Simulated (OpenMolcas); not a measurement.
**O I: effect of the active space**

| Item | Value |
| --- | --- |
| Program | OpenMolcas 26.06 |
| Method | SS-CASPT2, IPEA 0.25 Eh, imaginary shift 0.1 Eh |
| Basis | ANO-L-VTZP |
| Scalar Hamiltonian | non-relativistic, point nucleus |
| Spin-orbit coupling | state interaction with AMFI integrals over the reference wave functions, term energies averaged over their components |

A. 4 electrons in 3 orbitals (2p); 2S+1 = 3 even, 3 roots; 2S+1 = 1 even, 6 roots; closed shells correlated: 1s 2s; CASPT2 step about 0.9 core-seconds
B. 6 electrons in 4 orbitals (2s 2p); 2S+1 = 3 even, 3 roots; 2S+1 = 1 even, 6 roots; closed shells correlated: 1s; CASPT2 step roughly 1 core-seconds

Energies in cm-1 above 2s2 2p4 3P2, the measured ground level; measured values from NIST Handbook of Basic Atomic Spectroscopic Data.

```tsv
Level	A	B	Measured
2s2 2p4 3P2	0.0	0.0	0.0
2s2 2p4 3P1	149	149	158
2s2 2p4 3P0	222	222	227
2s2 2p4 1D2	15850	15870	15868
2s2 2p4 1S0	35940	33430	33793
```

Deviations, from unrounded energies. A percentage is the sum of absolute deviations over the sum of measured energies, with the sign that they share, or ± where signs differ.

| Against measurement | Levels | A | B |
| --- | --- | --- | --- |
| mean absolute deviation (cm-1) | 4 | 550 | 94 |
| fine structure of the ground term (%) | 2 | -3.8 | -3.8 |
| other terms of the ground configuration (%) | 2 | ±4.4 | ±0.7 |

B lies closest to measurement on these levels. The largest miss of B in the table is 2s2 2p4 1S0, by -360 cm-1. The ranking rests on the paired levels alone, and a cruder setting can come out closer through cancelling errors.

Between A and B the level of the table that moves most is 2s2 2p4 1S0, by 2500 cm-1 (lowest in B, highest in A). Moves below CASPT2's spread within the term are not significant.

CASPT2 breaks the degeneracy within a term, and the mean is taken; among the terms shown or strongly mixed into the levels shown the widest spread is 140 cm-1 (2s2 2p4 1D, A). With the s shell closed, the reference lacks s² → p² mixing (holds for A). Computed and measured levels are paired by configuration, term and J; levels that our copy of the source lacks, or whose pairing is in doubt (as where it misses far off the trend of its configuration), stay unpaired and out of the deviations. Levels of configurations outside the active space are missing.
